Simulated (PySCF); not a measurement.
**Rh (rhodium, neutral): LDA calculation**

Configuration: [Kr] 4d8 5s1, high-spin 4F determinant. Computed with PySCF 2.14 in x2c-TZVPall, with scalar relativity by spin-free X2C-1e.

```
Total energy                        : -4778.41 hartree
One-electron energy                 : -6593.72 hartree
Hartree (Coulomb) energy            : 1950.03 hartree
Exchange-correlation energy         : -134.72 hartree
⟨S²⟩                                : 3.7503
⟨L²⟩                                : 12.008
Sum of ⟨r⟩                          : 32.33 bohr
Sum of ⟨r²⟩                         : 50.71 bohr²
Langevin diamagnetic susceptibility : -40.2 ×10⁻⁶ cm³/mol
Time after the integrals            : 0.46 s of wall time on 1 thread of Intel(R) Xeon(R) Platinum 8488C (shared host)
```

| shell | electrons | mean orbital energy (eV) | spread (eV) | rms radius, mean of both spins (bohr) |
| --- | --- | --- | --- | --- |
| 1s α | 1 | -22970.3 | 0 | 0.0375 |
| 1s β | 1 | -22970.3 | 0 | 0.0375 |
| 2s α | 1 | -3332.3 | 0 | 0.154 |
| 2s β | 1 | -3332.0 | 0 | 0.154 |
| 2p α | 3 | -2990.2 | 0 | 0.137 |
| 2p β | 3 | -2990.0 | 0 | 0.137 |
| 3s α | 1 | -594.97 | 0 | 0.419 |
| 3s β | 1 | -594.75 | 0 | 0.419 |
| 3p α | 3 | -482.35 | 0 | 0.421 |
| 3p β | 3 | -482.11 | 0 | 0.421 |
| 3d α | 5 | -301.02 | 0.249 | 0.405 |
| 3d β | 5 | -300.72 | 0.038 | 0.405 |
| 4s α | 1 | -82.883 | 0 | 1.04 |
| 4s β | 1 | -81.614 | 0 | 1.04 |
| 4p α | 3 | -51.003 | 0 | 1.16 |
| 4p β | 3 | -49.665 | 0 | 1.16 |
| 4d α | 5 | -6.678 | 0.655 | 1.79 |
| 4d β | 3 | -5.379 | 0 | 1.79 |
| 5s α | 1 | -4.973 | 0 | 3.43 |

Densities and radii are taken from the X2C orbitals without a picture-change correction, which distorts them close to the nucleus.
